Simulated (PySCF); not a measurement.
# Excitation energy of O²⁺ by level of theory

O²⁺ [He] 2s2 2p2 (3P) → O²⁺ [He] 2s2 2p1 3s1 (3P), as a difference of total energies. All numbers are calculated (PySCF 2.14, the non-relativistic Hamiltonian (point nucleus), in aug-cc-pwCVTZ (7s6p4d2f, 59 functions)). Correlated levels: valence: 1s2 frozen. The calculations carry no spin-orbit coupling.

```tsv
method	excitation energy (eV)
UHF	33.283
MP2 (valence)	33.323
SCS-MP2 (valence)	33.209
CCSD (valence)	33.128
CCSD(T) (valence)	33.106
```

**Question.** How much does correlation contribute at CCSD(T) (valence)?

**Answer.** 33.106 − (33.283) = -0.177 eV, measured against UHF.

The promoted electron is Rydberg-like, and one or two diffuse shells describe it only roughly, which tends to raise the upper state.
